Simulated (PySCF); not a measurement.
(E)-1,2-dichloro-1,2-difluoroethene (C2Cl2F2), SMILES F/C(Cl)=C(/F)Cl. Atoms are numbered in the order given.

```xyz
6

F      1.7125    -0.4457     0.0000
C      0.3925    -0.5431     0.0000
Cl    -0.2234    -2.1459     0.0000
C     -0.3925     0.5431     0.0000
F     -1.7125     0.4457     0.0000
Cl     0.2234     2.1459     0.0000
```
Charge 0, spin multiplicity 1.

Geometry: B3LYP-D3(BJ)/def2-SVP.

Two levels are set side by side: PBE/pcSseg-1 (PySCF) and PBE0/pcSseg-1 (PySCF). GIAO shifts against CFCl3 (¹⁹F), HCl (³⁵Cl), TMS (¹³C) at the same level; non-relativistic, no solvent, atoms listed together averaged. Without spin–orbit terms, shifts of atoms bonded to Cl or Br come out too high at both levels. Differences are taken from unrounded values.

```csv
quantity,PBE
"δ(¹⁹F) of F1, F5 (ppm)",-138.8
"δ(¹³C) of C2, C4 (ppm)",149.2
"δ(³⁵Cl) of Cl3, Cl6 (ppm)",271.8
```

Task: These are the PBE values. What does PBE0 give? (Estimate from the structure and the level; the computed values follow.)

Result: 
```json
[
 {"quantity": "δ(¹⁹F) of F1, F5 (ppm)", "PBE0": "-127.0", "PBE minus PBE0": "-11.9"},
 {"quantity": "δ(¹³C) of C2, C4 (ppm)", "PBE0": "150.4", "PBE minus PBE0": "-1.2"},
 {"quantity": "δ(³⁵Cl) of Cl3, Cl6 (ppm)", "PBE0": "250.1", "PBE minus PBE0": "21.6"}
]
```

Rough cost on one machine, each run with all the roots and properties that it gave: PBE0 against PBE within a factor of 2.
